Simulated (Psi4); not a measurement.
Psi4 input (wB97X-D/6-31G*):

```
memory 1500 MB

molecule {
1 2
N     1.26736700   -0.55935600    0.30026800
B     0.00874500    0.01775100   -0.00501300
N    -1.20558000   -0.71747000    0.12405000
O     0.02507400    1.33664400   -0.43591900
H     2.11659000   -0.03244900    0.20583300
H     1.39675200   -1.50047800    0.62075600
H    -2.11099900   -0.33779900   -0.08392800
H    -1.23844400   -1.67181500    0.43391000
H    -0.84072200    1.69841700   -0.63437500
symmetry c1
no_reorient
no_com
}

set {
  basis 6-31G*
  reference uks
  scf_type pk
  dft_radial_points 99
  dft_spherical_points 590
  e_convergence 1e-8
  d_convergence 1e-7
  maxiter 150
}

e = energy('wb97x-d')
print_out(f'\nFINAL {e:.10f} DIPOLE {variable("CURRENT DIPOLE")[0]:.6f} {variable("CURRENT DIPOLE")[1]:.6f} {variable("CURRENT DIPOLE")[2]:.6f}\n')
```

From the output:

```
  HONO-1 :   15  A 1.9911724
  HONO-0 :   16  A 1.0000000
  LUNO+0 :   17  A 0.0088276
  LUNO+1 :   18  A 0.0003645
  LUNO+2 :   19  A 0.0002278
  LUNO+3 :   20  A 0.0001399

Computation Completed

Properties will be evaluated at   0.000000,   0.000000,   0.000000 [a0]

Properties computed using the SCF density matrix

 Multipole Moments:

 ------------------------------------------------------------------------------------
     Multipole            Electronic (a.u.)      Nuclear  (a.u.)        Total (a.u.)
 ------------------------------------------------------------------------------------

 L = 1.  Multiply by 2.5417464519 to convert [e a0] to [Debye]
 Dipole X            :         -0.3540465            0.0000057           -0.3540409
 Dipole Y            :         -1.4041694            0.0000019           -1.4041676
 Dipole Z            :          0.4277100            0.0000094            0.4277194
 Magnitude           :                                                    1.5099587

 ------------------------------------------------------------------------------------

FINAL -212.3125219289 DIPOLE -0.354041 -1.404168 0.427719

*** Psi4 exiting successfully. Buy a developer a beer!
```

The dipole moment of an ion depends on the origin.

The geometry given is a B3LYP-D3(BJ)/def2-TZVP minimum of the species of charge 0 and multiplicity 1, not of this state.
